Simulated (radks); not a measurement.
The antimony ion Sb+ inside a hard spherical wall (all orbitals vanish at R), configuration held at [Kr] 4d10 5s2 5p2 and not refilled when levels cross. All-electron calculation, scalar-relativistic Kohn-Sham, LDA (Slater exchange, Perdew-Wang correlation), spin-polarised, spherical densities, point nucleus; open shells are filled with parallel spins first (spin-orbit coupling, left out, can overturn this in heavy ions). Program: a radial shooting solver on a logarithmic mesh with Libxc functionals. Eigenvalues in eV for spin up, with the zero of energy where the potential of the charges vanishes at infinity; a dash marks a level that is unbound or too diffuse for the functional's potential to be trusted. A positive occupied level is held by the wall or, in an anion where self-interaction has pushed it up, behind a barrier. The pressure on the wall is -dE/dV.

| R (bohr) | E (hartree) | kinetic (hartree) | e(4p) | e(4d) | e(5s) | e(5p) | e(6s, empty) | e(5d, empty) | pressure (GPa) |
|---|---|---|---|---|---|---|---|---|---|
| free | -6475.67801 | 6771.247 | -110.15 | -42.125 | -21.442 | -12.735 | -4.757 | -3.767 | 0 |
| 20 | -6475.67801 | 6771.247 | -110.15 | -42.125 | -21.442 | -12.735 | -4.757 | -3.767 | < 0.0001 |
| 12 | -6475.67801 | 6771.247 | -110.15 | -42.125 | -21.442 | -12.735 | -4.725 | -3.748 | < 0.0001 |
| 10 | -6475.67800 | 6771.247 | -110.14 | -42.124 | -21.441 | -12.734 | -4.588 | -3.677 | 0.000622 |
| 8 | -6475.67754 | 6771.252 | -110.12 | -42.097 | -21.420 | -12.710 | -3.902 | -3.354 | 0.0285 |
| 7 | -6475.67557 | 6771.272 | -110.03 | -42.011 | -21.355 | -12.631 | -2.830 | -2.863 | 0.191 |
| 5 | -6475.61716 | 6771.670 | -108.75 | -40.777 | -20.369 | -11.274 | 5.831 | 1.030 | 9.05 |
| 3 | -6474.03242 | 6778.603 | -98.024 | -30.568 | -6.801 | 6.973 | 72.499 | 31.678 | 773 |
| 2.5 | -6471.40854 | 6788.786 | -88.259 | -20.993 | 11.235 | 29.366 | 137.43 | 62.499 | 3240 |
| 2 | -6462.89907 | 6819.940 | -66.636 | 1.811 | 61.919 | 88.321 | 284.04 | 133.83 | 17800 |
| 1.5 | -6427.75341 | 6935.921 | -5.756 | 70.416 | 234.30 | 274.29 | 681.88 | 332.40 | 146000 |
